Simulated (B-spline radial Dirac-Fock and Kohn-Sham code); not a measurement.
Kohn-Sham estimates against Dirac-Fock for the levels of Pr²¹⁺

System: the Pr²¹⁺ ion, configuration [Kr] 4d2.

The density-functional columns are spherical, spin-unpolarised Dirac-Kohn-Sham results without Breit or QED terms: −ε is minus the orbital energy of the initial state and ΔSCF the difference of two total energies. The reference in the last column comes from multi-electron Dirac-Fock with separately optimised hole states, Breit and Lamb-shift corrections added in first order. All numbers are from a radial atomic solver, in eV; a selection of levels is shown. For the 1s level of heavy atoms much of the gap between ΔSCF and the reference is the Breit and QED part, -165.5 eV here; for other levels the error of the functional can be larger.

```
level   LDA −ε  LDA ΔSCF  Dirac-Fock
   1s  42322.6   42751.8     42598.6
   2s   7301.7    7392.2      7448.6
2p1/2   6937.5    7047.6      7050.0
2p3/2   6455.5    6557.5      6573.2
   3s   2014.6    2052.2      2093.5
3p1/2   1860.2    1899.1      1925.2
3p3/2   1763.1    1800.6      1827.2
3d3/2   1494.6    1536.3      1537.6
3d5/2   1473.5    1514.6      1517.0
   4s    797.8     817.1       827.4
4p1/2    736.9     756.1       755.8
4p3/2    711.2     729.8       730.3
   4d    606.7     625.0       622.9
```

Values without a named source are computed, but for edge energies of neutral atoms, which are taken from tables.
